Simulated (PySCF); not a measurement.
Compound: C4H10O2Si (charge +1 and doublet state).
Structure used (GFN2-xTB), in Å, numbered top down from 1:
```xyz
17
C4H10O2Si angstrom
C     -2.328    0.513   -0.215
C     -1.666   -0.831   -0.194
C     -0.503   -0.906    0.774
C      0.569    0.141    0.424
O      0.277    1.209   -0.057
O      1.759   -0.249    0.722
Si     3.242    0.601    0.585
H     -2.749    0.800    0.749
H     -1.520    1.258   -0.412
H     -3.065    0.611   -1.008
H     -1.356   -1.132   -1.200
H     -2.400   -1.587    0.125
H     -0.030   -1.888    0.787
H     -0.812   -0.655    1.794
H      3.162    1.742    1.489
H      4.000   -0.545    1.099
H      3.411    0.930   -0.823
```

The hyperfine couplings belong to this conformer and change with its torsions.

Identity: `CCCC(=[O+])O[SiH3]` [radical] (charge +1).

The calculation used PySCF 2.14.0, UKS B3LYP, pcH-1 on C H O Si, non-relativistic, mean-field spin-orbit, GIAO. The structure is a single GFN2-xTB conformer in the gas phase; no vibrational or solvent corrections. A GFN2-xTB geometry isn't a minimum of the functional, and hyperfine couplings can be far from their values at a DFT geometry, by a factor of two or more for some ions and for spin on atoms past the first row. Stability of the SCF solution: not tested.

(1) The isotropic 13C couplings are -13.8, -3.3, +0.9 MHz. Assign them to C1; C2; C3.

(2) The isotropic 17O couplings are -54.5, -11.3 MHz. Assign them to O5; O6.

## Answers

(1) 
```csv
site,a_iso (MHz),ρ(0) (bohr⁻³),position,distance from O5 (Å),spin population,largest |T| (MHz)
C1,+0.9,+0.0008,4 bonds from O5,2.70,+0.16,39.5
C2,-13.8,-0.0123,3 bonds from O5,2.82,+0.02,11.9
C3,-3.3,-0.0030,2 bonds from O5,2.40,+0.08,21.2
```

(2) 
```csv
site,a_iso (MHz),ρ(0) (bohr⁻³),position,distance from O5 (Å),spin population,largest |T| (MHz)
O5,-54.5,+0.0890,largest spin population,0.00,+0.54,172.5
O6,-11.3,+0.0186,2 bonds from O5,2.22,+0.05,24.0
```

ρ(0) is the spin density at the nucleus and T the dipolar tensor; a_iso includes a spin–orbit part; entries for several nuclei are means. The Mulliken spin populations are largest on O5 (+0.54), C1 (+0.16), C3 (+0.08) and H9 (+0.07).

Class means assume fast exchange of nuclei equivalent by connectivity; if that motion is slow, each nucleus keeps its own coupling. The three 1H nuclei of mean +103.3 MHz run from 22.9 to 260.8 MHz in the frozen geometry. The three 1H nuclei of mean +2.5 MHz run from -1.1 to 8.3 MHz in the frozen geometry. The 1H value of +103.4 MHz is a mean of couplings from 23.8 to 182.9 MHz in this one geometry, not an average over conformers. The 1H value of +12.8 MHz is a mean of couplings from 5.8 to 19.8 MHz in this one geometry, not an average over conformers.

The SMILES `CCCC(=[O+])O[SiH3]` draws the unpaired electron on O5, whose computed spin population is only +0.54.
